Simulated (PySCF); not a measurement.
Exercise with solution: chemical shift, span and skew from a shielding tensor

C2H5NO2Si, SMILES O[Si@H]1OCN=C1. Atoms are numbered in the order given.

```xyz
11

O      1.8578     0.3656     1.1032
Si     0.5379     0.7204     0.1657
C     -1.1561     0.1697     0.8137
N     -1.6844    -0.7033     0.0386
C     -0.8747    -1.0039    -1.1262
O      0.3432    -0.2847    -1.1648
H      1.9569    -0.5423     1.4144
H      0.7339     2.1388    -0.1956
H     -1.7082     0.4590     1.7198
H     -0.6741    -2.0910    -1.1350
H     -1.4727    -0.7703    -2.0257
```
Charge 0, spin multiplicity 1.

The structure is a stationary point at B3LYP-D3(BJ)/def2-SVP. The structure was generated by enumeration; whether it is a known compound was not checked. Other conformers were not sampled.

GIAO shieldings from PBE/pcSseg-1 (PySCF), non-relativistic, no solvent. The symmetric part of the tensor of Si2 has the principal values 312.8, 343.7, 400.4 ppm. The same nucleus in TMS has σ = 335.4 ppm at this level (PySCF, at its B3LYP-D3(BJ)/def2-TZVP geometry).

Problem. Work out the isotropic shielding, the ²⁹Si shift against TMS, the span and the skew.

Solution. 
σ(iso) = (σ11 + σ22 + σ33)/3 = 352.3 ppm. δ = σ(ref) − σ(iso) = 335.4 − (352.3) = -16.9 ppm.
Span Ω = σ33 − σ11 = 87.6 ppm. Skew κ = 3(σ(iso) − σ22)/Ω = 0.29. Tumbling in solution averages the tensor to δ; in a static solid the shielding alone would spread this spin-1/2 line over Ω.
